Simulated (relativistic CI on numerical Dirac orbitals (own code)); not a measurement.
One change at a time: Tc VII

Base calculation: Dirac-Coulomb-Breit CI, KLI orbitals optimised for each configuration, QED by a radiative potential, unscaled Slater integrals.

CI space (outside the closed core [Ar] 3d10): 4s2 4p6 4d, 4s2 4p6 5s, 4s2 4p6 4f, 4s2 4p5 4d2, 4s2 4p6 5p, 4s2 4p6 5d, 4s 4p6 4d2, 4s2 4p6 6s, 4s2 4p5 4d 4f, 4s2 4p6 6p, 4s2 4p6 5f, 4s2 4p6 6d, 4s2 4p6 5g, 4s2 4p6 7s, 4s2 4p6 7p. Double excitations out of closed p, d and f shells are left out; levels of such configurations are missing from the list, as are those of other unlisted configurations, and high levels can miss mixing partners.

Variants: (1) P86 correlation estimate; (2) Breit term removed. Shifts of the energy above 4s2 4p6 4d 2D_3/2, in cm⁻¹, for the lowest level and the first level of each name with at least 55 % of one term (blank where a level changes its place among those of its configuration and J or its character, or is not in the variant):

| Level | Base | Δ(1) | Δ(2) |
| --- | --- | --- | --- |
| 4s2 4p6 4d 2D_3/2 | 0 | 0 | 0 |
| 4s2 4p6 4d 2D_5/2 | 3273 | 0 | +146 |
| 4s2 4p6 5s 2S_1/2 | 175667 | +5999 | -138 |
| 4s2 4p6 5p 2P°_1/2 | 246605 | +6495 | -229 |
| 4s2 4p6 5p 2P°_3/2 | 252815 | +6496 | -126 |
| 4s2 4p6 4f 2F°_5/2 | 315776 | +3688 | +240 |
| 4s2 4p6 4f 2F°_7/2 | 316797 | +3760 | +276 |
| 4s2 4p5 4d2 4D°_1/2 | 316819 | +1234 | +480 |
| 4s2 4p5 4d2 4D°_3/2 | 318102 | +1234 | +513 |
| 4s2 4p5 4d2 4D°_5/2 | 320281 | +1267 | +578 |
| 4s2 4p5 4d2 4D°_7/2 | 323836 | +1262 | +689 |
| 4s2 4p5 4d2 4G°_11/2 | 333335 | +1234 | +685 |
| 4s2 4p5 4d2 4G°_9/2 | 334272 | +1234 | +589 |
| 4s2 4p5 4d2 4P°_5/2 | 335400 | +1239 | +582 |

At this charge configurations can still be misplaced by up to about 7 % of their energy.

Ionisation energy from the two ground configurations alone: base 87.91 eV; P86 correlation estimate 89.25 eV. The NIST ASD value (theoretical) is 88 eV.

LS names give the leading component of a level, which can be under half, so a name can repeat, a term be missing and a line seem to break the LS rules.
